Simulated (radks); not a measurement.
The nuclear charge of neutral copper is varied continuously with 29 electrons held in [Ar] 3d10 4s1. Method: Dirac Kohn-Sham, PBEsol, spin-unpolarised, spherical densities, point nucleus; computed with a radial shooting solver on a logarithmic mesh with Libxc functionals. By the Hellmann-Feynman theorem dE/dZ = E(electron-nucleus)/Z, the electronic potential at the nucleus.

Z     E (hartree)  E(electron-nucleus)/Z (hartree)   HOMO  e(HOMO) (eV)  <r> HOMO (bohr)
28.8  -1626.17486                         -136.183  3d5/2        -2.724            1.096
28.9  -1639.82604                         -136.840  3d5/2        -3.805            1.073
29    -1653.54286                         -137.496  4s1/2        -4.609            2.916
29.1  -1667.32521                         -138.151  4s1/2        -5.407            2.847
29.2  -1681.17301                         -138.805  4s1/2        -6.239            2.783
29.3  -1695.08615                         -139.458  4s1/2        -7.103            2.723
29.4  -1709.06457                         -140.110  4s1/2        -7.999            2.667
29.5  -1723.10820                         -140.762  4s1/2        -8.926            2.614
29.6  -1737.21696                         -141.413  4s1/2        -9.881            2.565
29.7  -1751.39080                         -142.064  4s1/2       -10.866            2.518
29.8  -1765.62967                         -142.714  4s1/2       -11.878            2.473
29.9  -1779.93351                         -143.363  4s1/2       -12.918            2.431
30    -1794.30230                         -144.012  4s1/2       -13.984            2.390

The central difference of E at Z = 29 is -137.496 hartree, to compare with the third column; the second derivative is -6.55 hartree.
